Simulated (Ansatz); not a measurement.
Total energies of SbH2(vinyl) (C2H5Sb) from Ansatz at r2SCAN-D4/def2-TZVP, gas phase (1 Eh = 27.2114 eV = 2625.5 kJ/mol). The reference geometry is relaxed at r2SCAN-D4/def2-TZVP.

```csv
atom,x (Å),y (Å),z (Å)
Sb1,-1.6115,-0.4726,-0.3642
H2,-1.4892,-2.0747,0.2317
H3,-2.3049,0.0241,1.1223
C4,0.3819,0.0496,0.2308
C5,1.1976,0.7135,-0.5813
H6,0.7197,-0.2418,1.2221
H7,0.8974,1.0223,-1.5792
H8,2.2089,0.9797,-0.2822
```

```json
{"state": "charge 0 singlet", "geometry": "reference", "energy (Eh)": "-319.49300"}
{"state": "charge 1 doublet", "geometry": "reference", "energy (Eh)": "-319.15256"}
{"state": "free Sb atom (quartet)", "geometry": "–", "energy (Eh)": "-240.31016"}
{"state": "free H atom (doublet)", "geometry": "–", "energy (Eh)": "-0.49993"}
{"state": "free C atom (triplet)", "geometry": "–", "energy (Eh)": "-37.83292"}
```

In the def2 sets Sb takes a core potential; there is no spin–orbit coupling.

**Question.** Work out the vertical ionisation energy to the doublet.

**Answer.** E(charge 1 doublet) − E(charge 0 singlet) = -319.15256 − (-319.49300) = 0.34044 Eh = 9.26 eV. For comparison, −ε of the highest occupied level is 6.45 eV at this level, 2.81 eV less.

**Question.** What is the binding energy per atom against free atoms?

**Answer.** Atoms: 1 × (-240.31016) + 5 × (-0.49993) + 2 × (-37.83292) = -318.47565 Eh. Binding: -318.47565 − (-319.49300) = 1.01735 Eh = 27.68 eV, or 3.46 eV for each of 8 atoms (no zero-point energy, no counterpoise term).
